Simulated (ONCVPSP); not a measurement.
mercury (Hg): one change to an ONCV potential, before and after

- Element: mercury
- Generator: ONCVPSP 4.0.1
- Type: optimised norm-conserving Vanderbilt (ONCV)
- Functional: PBE
- Relativity: scalar-relativistic
- Frozen core: [Kr] 4d10 4f14
- Valence charge: 20
- Reference configuration: 5s2 5p6 5d10 6s2
- Partial waves: 5s+6s: rc 1.70 bohr, ncon 4, nbas 9, qcut 5.4 1/bohr, 2 projectors; 5p: rc 1.45 bohr, ncon 4, nbas 7, qcut 8.6 1/bohr, 3 projectors, debl 2.6 Ha; 5d: rc 1.45 bohr, ncon 4, nbas 7, qcut 6.9 1/bohr, local
- Local potential: the d channel
- Core correction: polynomial model core, fcfact 0.2

Change: all radii but the core radius scaled by about 1.30 (s 2.20, p 1.88, d 1.88 bohr).

Cutoffs: the cutoffs (Ha) at which the residual kinetic energy of the hardest occupied pseudo-wave falls to 1 and 0.1 mHa per electron; they do not see the model core or the augmentation charge, which bear on the density cutoff. Errors are all-electron minus pseudo energies relative to the spin-unpolarised reference configuration.

Q: Predict the effect on cutoff, ghosts and configuration errors.

A: The potential gets softer (28 Ha and 46 Ha → 20 Ha and 23 Ha); of the 4 tests that both files solve, the error grows in 1 and shrinks in 0 by more than 15 % and 0.3 meV (median size 18.7 → 20.2 meV); neither file shows a bound ghost. A larger radius leaves more room for a smooth pseudo-wave, so fewer plane waves are needed.

```csv
quantity,base,changed
"cutoff, loose",28 Ha,20 Ha
"cutoff, tight",46 Ha,23 Ha
loose cutoff by channel,"s 9.8 Ha, p 28 Ha, d 21 Ha","s 10 Ha, p 18 Ha, d 20 Ha"
bound ghosts,none,none
GHOST(+) flags under 300 eV,none,none
"error for 5s2 5p6 5d10 6s1, meV [ΔE 10.69 eV]",-7.3,-7.6
"error for 5s2 5p6 5d10 6s0, meV [ΔE 29.66 eV]",-30,-33
"error for 5s2 5p6 5d9 6s0, meV [ΔE 65.19 eV]",-33,-53
"error for 5s2 5p6 5d10 6s1.5, meV [ΔE 4.36 eV]",-2.3,-2.4
"rms error of d²Exc/dni dnj with the model core, mHa",1.88,1.74
```
